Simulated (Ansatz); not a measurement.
Stepwise reaction of `[CH3][Sn][CH3]` with water, as a gas-phase model of exchange steps in deposition or etching. ΔE in kJ/mol; ΔG adds harmonic PBE0-D4 terms to CCSD(T)/CBS, at 1 bar.

Gas-phase electronic energies from Ansatz, PBE0-D4/def2-TZVP geometries. CCSD(T)/CBS adds triple-zeta CCSD(T) − MP2 to the extrapolated MP2 energy (def2 sets, frozen cores). This one scheme is used for every species. DFT in def2-TZVPP. B3LYP here is the variant with VWN-RPA as its local correlation; programs differ in this. Elements past krypton have def2 core potentials. For Sn outer-core shells are correlated without core-valence functions, which leaves a few kJ/mol of doubt a bond. One conformer a species, not always the lowest.

```tsv
step	reaction	PBE-D4	B3LYP-D4	ωB97M-V	CCSD(T)/CBS	ΔG(400 K)
1	`[CH3][Sn][CH3]` + H₂O → `[CH3][Sn][OH]` + CH₄	-105.8	-108.3	-102.5	-98.7	-86.6
```

(1) Give the row of step 2, `[CH3][Sn][OH]` + H₂O → `[OH][Sn][OH]` + CH₄. (An estimate is asked.)

(2) By hand: ΔE of the 2 steps together at CCSD(T)/CBS.

Results:

(1) Ansatz gave: 
```tsv
step	reaction	PBE-D4	B3LYP-D4	ωB97M-V	CCSD(T)/CBS	ΔG(400 K)
2	`[CH3][Sn][OH]` + H₂O → `[OH][Sn][OH]` + CH₄	-112.6	-116.7	-111.9	-110.1	-99.6
```

(2) (-98.7) + (-110.1) = -208.8 kJ/mol, or -104.4 kJ/mol a step.

In ΔE each step is lower than the one before. All are downhill at CCSD(T)/CBS. ΔG lies between -99.6 and -86.6 kJ/mol a step. PBE-D4 differs from CCSD(T)/CBS by -7.1 to -2.5 kJ/mol a step. Isolated molecules leave out the surface, adducts and barriers. Largest T1 diagnostic: 0.018.
